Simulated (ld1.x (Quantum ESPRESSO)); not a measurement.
**antimony: excitation energies, all-electron against TM**

```json
{"Element": "antimony", "Generator": "ld1.x (Quantum ESPRESSO) 7.5", "Type": "norm-conserving Troullier–Martins (Kleinman–Bylander form)", "Functional": "PBE", "Relativity": "fully relativistic", "Frozen core": "[Kr] 4d10", "Valence charge": "5", "Reference configuration": "5s1.75 5p3.25", "Partial waves": "5p (bound): rc 2.35 bohr; 5d channel at 0.05 Ry: rc 2.20 bohr; 5s (bound): rc 1.45 bohr", "Local potential": "the s channel", "Core correction": "none"}
```

Open shells are filled in proportion to 2j + 1 (rel_dist='average').

Energies are relative to the spin-unpolarised reference configuration 5s1.75 5p3.25; without spin polarisation the order of configurations can differ from experiment.

(1) Give the all-electron excitation energy and the error of the potential for: 5s2 5p3; 5s2 5p2; 5s2 5p1; 5s1 5p0; 5s0 5p5; 5s2 5p2.5; 5s1 5p3.

Levels in the configuration 5s2 5p2.5:

```json
{"level": "5s j=1/2", "all-electron (eV)": "-16.577", "pseudo (eV)": "-16.585"}
{"level": "5p j=1/2", "all-electron (eV)": "-8.735", "pseudo (eV)": "-8.734"}
{"level": "5p j=3/2", "all-electron (eV)": "-8.064", "pseudo (eV)": "-8.063"}
```

Note: ghost states, extra bound levels that the all-electron valence spectrum of the same l lacks: d3/2 at -167.0 eV, d5/2 at -140.4 eV. A true bound ghost makes a file unfit for plane-wave use.

Results:

(1)

```csv
valence configuration,charge,ΔE all-electron (eV),error AE − PS (meV)
5s2 5p3,0,-2.001,+0.6
5s2 5p2,+1,6.332,+1.3
5s2 5p1,+2,22.321,+7.0
5s1 5p0,+4,91.051,+276
5s0 5p5,0,14.376,+99
5s2 5p2.5,+0.5,1.269,+1.2
5s1 5p3,+1,15.037,+2.8
```
